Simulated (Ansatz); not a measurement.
Ansatz (a program for electronic structure) input (B3LYP-D3(BJ)/def2-TZVP):

Ansatz 0.2 input:
```yaml
crystal:
  periodic: [false, false, false]
  atoms:
    - {symbol: Zn, position_ang: [-0.99484475, 0.21504692, 0.45765685]}
    - {symbol: F, position_ang: [0.34437884, 0.73515253, -0.93834811]}
    - {symbol: F, position_ang: [0.66760147, -0.89920400, 0.50673616]}
basis:
  gaussian:
    orbitals: def2-TZVP
hamiltonian:
  xc: b3lyp
  dispersion: d3bj
magnetization: {spin_polarized: true, initial_magnetization: 2}
relax: {f_tol: 0.002, max_steps: 150}
```

End of the output:

```
the calculation of the forces begins
reference -53854.73543658 eV, -1979.1250232437 hartree; 25, 23 occupied and 85, 87 virtual orbitals, 837 factors
relax step   5: F+E_penalty+E_count = -53854.78136984 eV  Δ(F+E_penalty+E_count) = -2.147e-4 eV  max|allowed force component| = 3.104e-4 eV/Å  Δτ_max = 0.0038 Å  (43 SCF iters, accepted)
integrals: 0.04 GiB planned
837 factors; their error is unknown
mean field: 0.48 GiB planned
mean field evaluation 96: about -53854.7353 eV, gradient 1.6e-5 eV
mean field -53854.73525279 eV, -1979.1250164895 hartree, gradient 1.6e-5 eV, S^2 2.007016; 4 other end points of the search recorded, 0 dependent functions left out
the calculation of the forces begins
reference -53854.73543658 eV, -1979.1250232437 hartree; 25, 23 occupied and 85, 87 virtual orbitals, 837 factors
Total energy: -53854.78155364 eV, -1979.1267180141 hartree
Atom 0 at    -1.019843     0.220286     0.468580 Å, force    -0.000310     0.000094     0.000106 eV/Å
Atom 1 at     0.370468     0.662367    -0.881584 Å, force     0.000142    -0.000151     0.000060 eV/Å
Atom 2 at     0.666511    -0.831658     0.439049 Å, force     0.000168     0.000056    -0.000166 eV/Å
Dipole moment:    -0.564335     0.111866     0.253067 e Å
```

The spin state was set by rule; other spins were not relaxed.
